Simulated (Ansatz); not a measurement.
A nudged elastic band was laid between two geometries of a periodic cell of 19 atoms, Be$_{18}$S (surface Be(0001), adsorbate S).

The calculation used DFT r2SCAN-D3(BJ), scalar-relativistic, plane waves, PAW in Ansatz. Settings: cutoff 500 eV, k mesh 5x4x1, gaussian smearing 0.05 eV, no spin polarisation.

* movable images: 5
* climbing image: yes
* spring: 5.0 eV/Å²
* optimiser: quadratic models (default)
* start path: IDPP
* force threshold: 0.03 eV/Å
* iteration limit: 21
* end points: relaxed
* atoms held: 1 to 6

Image 0:

```xyz
19
Lattice="4.5800 0.0000 0.0000 3.4350 5.9496 0.0000 0.0000 0.0000 16.5884" Properties=species:S:1:pos:R:3
Be 0.000 0.000 1.000
Be 2.290 0.000 1.000
Be 1.145 1.983 1.000
Be 3.435 1.983 1.000
Be 2.290 3.966 1.000
Be 4.580 3.966 1.000
Be -0.021 1.345 2.814
Be 2.296 1.352 2.839
Be 1.132 3.285 2.886
Be 3.428 3.288 2.758
Be 2.304 5.266 2.846
Be 4.541 5.278 2.847
Be -0.004 0.029 4.597
Be 2.273 0.018 4.577
Be 1.132 1.905 4.590
Be 3.427 1.889 4.733
Be 2.246 4.017 4.691
Be 4.605 4.009 4.690
S 3.428 3.325 6.192
```

Image 6:

Only the atoms that move by more than 0.05 Å are listed.
```
Be9 1.138 3.288 2.758
Be10 3.422 3.285 2.886
Be11 2.251 5.278 2.847
Be12 4.594 5.266 2.846
Be15 1.137 1.889 4.733
Be16 3.422 1.905 4.590
Be17 2.315 4.009 4.690
Be18 4.536 4.017 4.691
S19 5.718 3.325 6.192
```

Which bonds break or form, and what moves?

The atom that moves furthest is S19, by 2.29 Å; four of its nearest neighbours are Be18 2.03, Be17 2.03, Be16 2.05, Be13 3.10 Å at the first end and Be17 2.03, Be18 2.03, Be15 2.05, Be14 3.10 Å at the last.

Give the energies along the band, and the barrier.

It converged. The highest image is number 4 of 0 to 6, 0.271 eV above the ends, which have the same energy within 2 meV. The profile has 2 maxima (images 2, 4) with wells between them (image 3): this band takes more than one step, which may be the mechanism or a detour left from its start path. The order of the point at the top wasn't checked. Limits of this set-up: coarse k mesh, thin slab, slab without dipole correction, a typed lattice constant that wasn't relaxed here.

```json
{"image": "0", "path coordinate (Å)": "0.00", "energy (eV)": "0.000", "Be16–S19 (Å)": "2.05", "Be15–S19 (Å)": "3.13"}
{"image": "1", "path coordinate (Å)": "0.52", "energy (eV)": "0.120", "Be16–S19 (Å)": "2.00", "Be15–S19 (Å)": "2.64"}
{"image": "2", "path coordinate (Å)": "1.05", "energy (eV)": "0.258", "Be16–S19 (Å)": "2.00", "Be15–S19 (Å)": "2.20"}
{"image": "3", "path coordinate (Å)": "1.57", "energy (eV)": "0.222", "Be16–S19 (Å)": "2.03", "Be15–S19 (Å)": "2.04"}
{"image": "4", "path coordinate (Å)": "2.09", "energy (eV)": "0.271", "Be16–S19 (Å)": "2.19", "Be15–S19 (Å)": "2.00"}
{"image": "5", "path coordinate (Å)": "2.61", "energy (eV)": "0.146", "Be16–S19 (Å)": "2.62", "Be15–S19 (Å)": "2.01"}
{"image": "6", "path coordinate (Å)": "3.12", "energy (eV)": "0.000", "Be16–S19 (Å)": "3.13", "Be15–S19 (Å)": "2.05"}
```

What is the geometry of the highest image?


```xyz
19
Lattice="4.5800 0.0000 0.0000 3.4350 5.9496 0.0000 0.0000 0.0000 16.5884" Properties=species:S:1:pos:R:3
Be 0.000 0.000 1.000
Be 2.290 0.000 1.000
Be 1.145 1.983 1.000
Be 3.435 1.983 1.000
Be 2.290 3.966 1.000
Be 4.580 3.966 1.000
Be 0.023 1.340 2.843
Be 2.333 1.350 2.831
Be 1.121 3.281 2.787
Be 3.427 3.295 2.838
Be 2.260 5.271 2.767
Be 4.591 5.252 2.828
Be -0.042 -0.027 4.563
Be 2.319 0.009 4.596
Be 1.231 1.887 4.649
Be 3.546 1.999 4.735
Be 2.227 4.019 4.593
Be 4.502 4.068 4.679
S 4.955 2.832 6.193
```

Run time: 24 min on 2 threads of Intel(R) Xeon(R) Platinum 8488C (Sapphire Rapids) (shared host), peak memory 3.4 GiB.
